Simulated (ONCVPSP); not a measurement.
# Cr: one change to an ONCV potential, before and after

```
Element                 : Cr (Z = 24)
Generator               : ONCVPSP 4.0.1
Type                    : optimised norm-conserving Vanderbilt (ONCV)
Functional              : PBE
Relativity              : scalar-relativistic
Frozen core             : [Ne]
Valence charge          : 14
Reference configuration : 3s2 3p6 3d5 4s0.75 (charge +0.25)
Partial waves           : 3s+4s: rc 1.60 bohr, ncon 4, nbas 7, qcut 9.8 1/bohr, 3 projectors, debl 1.4 Ha; 3p: rc 1.45 bohr, ncon 3, nbas 7, qcut 8.7 1/bohr, 1 projector; 3d: rc 1.30 bohr, ncon 4, nbas 9, qcut 12 1/bohr, 1 projector
Local potential         : polynomial inside 1.10 bohr (lpopt 5, dvloc0 0 Ha)
Core correction         : Teter function, fcfact 4, rcfact 1.45
```

Change: s: qcut 9; p: qcut 8; d: qcut 11.

Cutoffs: the cutoffs (Ha) at which the residual kinetic energy of the hardest occupied pseudo-wave falls to 1 and 0.1 mHa per electron; they do not see the model core or the augmentation charge, which bear on the density cutoff. Errors are all-electron minus pseudo energies relative to the spin-unpolarised reference configuration.

Problem. How do hardness, ghosts and transferability respond?

Solution. The potential gets softer (53 Ha and 61 Ha → 49 Ha and 55 Ha); of the 4 tests that both files solve, the error grows in 1 and shrinks in 1 by more than 15 % and 0.3 meV (median size 1.0 → 0.6 meV); the range in which the p phases agree widens (upper end 2.5 → at the end of the scan); neither file shows a bound ghost.

```tsv
quantity	base	changed
cutoff, loose	53 Ha	49 Ha
cutoff, tight	61 Ha	55 Ha
loose cutoff by channel	s 26 Ha, p 26 Ha, d 53 Ha	s 22 Ha, p 24 Ha, d 49 Ha
bound ghosts	none	none
GHOST(+) flags under 300 eV	none	none
error for 3s2 3p6 3d5 4s1, meV [ΔE -1.18 eV]	-0.2	-0.2
error for 3s2 3p6 3d5 4s0, meV [ΔE 5.73 eV]	+0.1	+0.1
error for 3s2 3p6 3d4 4s0, meV [ΔE 21.78 eV]	-2.3	-2.8
error for 3s2 3p6 3d5 4s0 4p1, meV [ΔE 1.95 eV]	+1.9	-1.1
s: phases at 1.62 bohr within 0.05 rad from the reference energy up to (Ha; the scan ends near 5)	to the end of the scan	to the end of the scan
p: phases at 1.47 bohr within 0.05 rad from the reference energy up to (Ha; the scan ends near 5)	2.5	to the end of the scan
d: phases at 1.32 bohr within 0.05 rad from the reference energy up to (Ha; the scan ends near 5)	2.8	2.7
rms error of d²Exc/dni dnj with the model core, mHa	1.43	1.54
```
